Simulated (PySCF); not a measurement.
## Electron correlation in S⁺ (sulfur, charge +1)

[Ne] 3s2 3p3, high-spin 4S determinant. Calculation: PySCF 2.14, in cc-pVTZ-DK (5s4p2d1f, 34 functions); the spin-free X2C one-electron Hamiltonian (Gaussian nucleus). Frozen: [Ne]; 5 electrons correlated.

MP2 pair energies summed by pair of shells (mhartree):

| pair | energy | share (%) |
| --- | --- | --- |
| 3s-3p | -59.10 | 65.8 |
| 3p-3p | -20.56 | 22.9 |
| 3s-3s | -10.10 | 11.3 |

Total MP2 correlation energy: -89.76 mhartree.

Same-spin part -24.23 and opposite-spin part -65.53 mhartree; SCS-MP2 scales them by 1/3 and 6/5 to -86.72 mhartree.

```csv
level,correlation energy (mhartree)
CCSD,-108.79
(T),-3.44
CCSD(T),-112.23
```

Diagnostics: T1 = 0.0033, D1 = 0.0082, largest double amplitude 0.061.

Task: Is a single reference adequate?

Result: Yes: T1 lies below 0.03 and no double amplitude reaches 0.07.
